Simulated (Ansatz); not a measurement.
Gas-phase electronic energies from Ansatz, PBE0-D4/def2-TZVP geometries. CCSD(T)/CBS is the MP2 limit (def2-TZVPP, def2-QZVPP) plus CCSD(T) − MP2 in def2-TZVPP, frozen cores. This one scheme is used for every species. DFT in def2-TZVPP. One conformer a species, not always the lowest.

Consider the hydrogenolysis of a C–Si bond: `O[SiH2]C(O)(F)F` + H₂ → `OC(F)F` + `O[SiH3]`.

`O[SiH2]C(O)(F)F`:

```xyz
10

O     0.184    1.090    1.760
Si    0.163   -0.380    1.040
C    -0.075   -0.182   -0.862
O    -1.282    0.325   -1.185
F     0.921    0.630   -1.365
F     0.119   -1.381   -1.497
H     0.844    1.723    1.474
H    -0.980   -1.130    1.596
H     1.443   -1.116    1.187
H    -1.338    0.420   -2.147
```

H₂:

Z-matrix (Å, degrees):
```
H
H 1 0.746
```

`OC(F)F`:

Z-matrix (Å, degrees):
```
C
F 1 1.355
F 1 1.355 2 105.7
O 1 1.346 2 111.4 3 -121.2
H 1 1.091 2 109.4 3 117.7
H 4 0.966 1 108.8 2 58.9
```

`O[SiH3]`:

Z-matrix (Å, degrees):
```
Si
O 1 1.648
H 1 1.489 2 111.7
H 1 1.489 2 111.7 3 120.9
H 1 1.481 2 105.9 3 -119.6
H 2 0.957 1 117.9 3 -60.5
```

```json
{"species": "`O[SiH2]C(O)(F)F`", "PBE-D4 energy (Eh)": "-679.83585"}
{"species": "H₂", "PBE-D4 energy (Eh)": "-1.16621"}
{"species": "`OC(F)F`", "PBE-D4 energy (Eh)": "-314.05742"}
{"species": "`O[SiH3]`", "PBE-D4 energy (Eh)": "-366.95854"}
```

(1) Work out ΔE.

Largest T1 diagnostic among the species: 0.012.

Results:

(1) ΔE = (-314.05742) + (-366.95854) − (-679.83585) − (-1.16621) = -0.01390 Eh = -36.5 kJ/mol. CCSD(T)/CBS gives -44.3 kJ/mol.

In def2-TZVPP, CCSD(T) changes the Hartree–Fock value by +27.3 kJ/mol (the triples alone add +5.5 kJ/mol) and MP2 by +29.4 kJ/mol. Leaving LDA and LC-ωPBE aside and taking each functional with its dispersion term where it has one, the values, not all of them listed here, spread over 21.1 kJ/mol, from PBE-QIDH to revPBE-D4. LDA lies +6.8 kJ/mol from PBE without D4. From PBE to PBE0 (25 % exact exchange), in def2-TZVPP and without D4, ΔE moves by −8.6 kJ/mol.
